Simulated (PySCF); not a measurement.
F2GeH4Si, SMILES [GeH3][SiH](F)F. The structure is a stationary point at PBE-D3(BJ)/def2-SVP. The structure was generated by enumeration, and PubChem lists no compound with its InChIKey, so it may never have been made.

### Question
Give the equilibrium geometry at PBE-D3(BJ)/def2-SVP (PySCF confirms it by a frequency run) as Cartesian coordinates in Å, and its point group. (The exact figures need the calculation; the answer reports its results.)

### Answer
point group Cs.
```xyz
8

Si    -1.0486    -0.3880     0.0000
F     -1.7100     0.3219     1.3155
F     -1.7100     0.3219    -1.3155
Ge     1.2962     0.0339     0.0000
H     -1.4666    -1.8277     0.0000
H      1.9474    -0.5900    -1.2602
H      1.9474    -0.5900     1.2602
H      1.5535     1.5607     0.0000
```
